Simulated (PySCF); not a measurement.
ammonium (H4N), SMILES [NH4+], charge +1.

Geometry optimised at B3LYP-D3(BJ)/def2-TZVPD.

Method: TDDFT-PBE0/def2-TZVPD run with PySCF 2.14.0.

Vertical excitations; the highest root listed may be one member of a degenerate set. Isolated molecule, no solvent. State labels are in the subgroup D2.

Computed UV-visible absorptions:
| state | symmetry | energy (eV) | λ (nm) | f | main pairs |
|---|---|---|---|---|---|
| S1 | B1 | 15.06 | 82 | 0.146 | HOMO−2→LUMO (degenerate set) |
| S2 | B3 | 15.06 | 82 | 0.146 | HOMO→LUMO (degenerate set) |
| S3 | B2 | 15.06 | 82 | 0.146 | HOMO−1→LUMO (degenerate set) |
| S4 | B2 | 16.93 | 73 | 0.000 | HOMO→LUMO+1, HOMO−2→LUMO+3 (degenerate set) |
| S5 | B3 | 16.93 | 73 | 0.000 | HOMO−2→LUMO+2, HOMO−1→LUMO+1 (degenerate set) |
| S6 | B1 | 16.93 | 73 | 0.000 | HOMO−1→LUMO+3, HOMO→LUMO+2 (degenerate set) |
| S7 | A | 17.15 | 72 | 0.000 | HOMO−2→LUMO+1, HOMO→LUMO+3, HOMO−1→LUMO+2 (degenerate set) |
| S8 | A | 17.15 | 72 | 0.000 | HOMO−1→LUMO+2, HOMO→LUMO+3 (degenerate set) |
| S9 | B2 | 17.43 | 71 | 0.165 | HOMO−2→LUMO+3, HOMO→LUMO+1 (degenerate set) |
| S10 | B3 | 17.43 | 71 | 0.165 | HOMO−2→LUMO+2, HOMO−1→LUMO+1 (degenerate set) |
| T1 | B2 | 14.09 | 88 | 0 | HOMO−1→LUMO (degenerate set) |
| T2 | B3 | 14.09 | 88 | 0 | HOMO→LUMO (degenerate set) |
| T3 | B1 | 14.09 | 88 | 0 | HOMO−2→LUMO (degenerate set) |
| T4 | A | 14.97 | 83 | 0 | HOMO→LUMO+3 30 %, HOMO−2→LUMO+1 30 %, HOMO−1→LUMO+2 30 % |
Triplets are in the Tamm–Dancoff approximation, which puts them higher than full response would, so one can lie above its singlet here.
